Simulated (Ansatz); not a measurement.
Reaction (formal exchange of groups at a B–Si bond): `C[SiH2]BO[SiH3]` + `C=C=CCl` → `[SiH3]OBCl` + `C=C=C[SiH2]C`

Gas-phase electronic energies from Ansatz, PBE0-D4/def2-TZVP geometries. CCSD(T)/CBS is the MP2 limit (def2-TZVPP, def2-QZVPP) plus CCSD(T) − MP2 in def2-TZVPP, frozen cores. This one scheme is used for every species. Each species was taken in one conformer, which may not be the lowest.

| species | CCSD(T)/CBS(def2) energy (Eh) |
| --- | --- |
| `C[SiH2]BO[SiH3]` | -721.66084 |
| `C=C=CCl` | -575.66547 |
| `[SiH3]OBCl` | -851.35221 |
| `C=C=C[SiH2]C` | -446.05671 |

Q: Work out ΔE.

A: ΔE = (-851.35221) + (-446.05671) − (-721.66084) − (-575.66547) = -0.08261 Eh = -2.25 eV.

Largest T1 diagnostic among the species: 0.013.

From PBE to PBE0 (25 % exact exchange), in def2-TZVPP and without D4, ΔE moves by −0.10 eV. The D4 term adds −0.06 eV with B3LYP and −0.03 eV with PBE0; it sums over pairs of atoms, weighted by their polarisabilities, and B3LYP, whose exchange is more repulsive, gets the larger term.

B3LYP here is the variant with VWN-RPA as its local correlation; programs differ in this.
